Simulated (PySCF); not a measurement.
## Electron correlation in Tc⁺ (technetium, charge +1)

[Kr] 4d5 5s1, high-spin 7S determinant. All numbers are calculated (PySCF 2.14, the spin-free X2C one-electron Hamiltonian (Gaussian nucleus), in ANO-RCC-VTZP). Frozen: [Ar] 3d10; 14 electrons correlated.

MP2 pair energies summed by pair of shells (mhartree):

```tsv
pair	energy	share (%)
4p-4d	-152.76	39.9
4p-4p	-78.73	20.6
4d-4d	-59.92	15.6
4s-4p	-31.97	8.3
4d-5s	-20.18	5.3
4s-4d	-19.68	5.1
4p-5s	-14.12	3.7
4s-4s	-4.63	1.2
4s-5s	-0.88	0.2
```

Total MP2 correlation energy: -382.87 mhartree.

Same-spin part -147.99 and opposite-spin part -234.88 mhartree; SCS-MP2 scales them by 1/3 and 6/5 to -331.19 mhartree.
